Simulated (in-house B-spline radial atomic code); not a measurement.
BSE on G0W0@HF excitations of the manganese ion Mn⁷⁺

Method: BSE on G0W0@HF. Computed with a B-spline radial code for spherical atoms: linear response of the closed shell [Ne] 3s2 3p6 with a statically screened interaction on G0W0 levels; scalar-relativistic (spin-free one-electron X2C), finite nucleus, no spin-orbit coupling, no double excitations, S, P, D and F terms only. Only terms of natural parity with L up to 3 were computed.

Command:
```bash
python run_td.py task.json out
```
Settings (radii: box in bohr, nucleus in fm):
```
Z                        25
electrons                18
configuration            [Ne] 3s2 3p6
hamiltonian              x2c
method                   bse
box_radius               12.81
rms_radius               3.7057
intervals                70
```

Cost of the run: 1.5 s on 1 thread of Arm Neoverse N1, on a shared host.

The lowest states, in the order of their Tamm-Dancoff energies; the method's threshold (minus the highest G0W0 level) is 196.44 eV. Labels give the largest channel, * marks a mixed state, and oscillator strengths are full-response dipole values. Energies in eV:

```tsv
state	full response	Tamm-Dancoff	oscillator strength
3p → 3d 3P	46.91	47.04	-
3p → 3d 3F	?	?	-
3p → 3d 1F	52.87	52.90	-
3p → 3d 1P	66.82	69.93	3.19
3s → 3d 3D	84.19	84.25	-
3s → 3d 1D	89.75	89.91	-
3p → 4s 3P	100.28	100.30	-
3p → 4s 1P	101.49	101.54	0.332
3p → 4p 3S	110.30	110.33	-
3p → 4p 3D	112.09	112.11	-
3p → 4p 1D	112.90	112.91	-
3p → 4p 1S	?	?	-
3p → 4d 3P	127.91	127.92	-
3p → 4d 3F	128.54	128.55	-
3p → 4d 1F	128.98	128.98	-
3p → 4d 1P	129.60	129.72	0.32
3s → 4s 3S	135.88	135.89	-
3s → 4s 1S	137.70	137.79	-
3p → 4f 3D	139.67	139.67	-
3p → 4f 1D	140.98	141.02	-
3p → 5s 3P	143.28	143.29	-
3p → 5s 1P	143.72	143.73	0.0846
```

**Question.** Where does 3p → 3d 3F lie?

**Answer.** At 48.40 eV in full response, 48.67 eV in Tamm-Dancoff.

**Question.** Where does 3p → 4p 1S lie?

**Answer.** At 117.00 eV in full response, 117.30 eV in Tamm-Dancoff.

**Question.** How large is the singlet-triplet splitting of 3p → 3d (F terms) in Tamm-Dancoff?

**Answer.** 4.23 eV, from the unrounded values.

**Question.** What polarisabilities and dispersion coefficient does the method give?

**Answer.** Dipole 0.6229 bohr³, quadrupole 0.4447 bohr⁵, C6 0.8188 hartree·bohr⁶ for two such species.
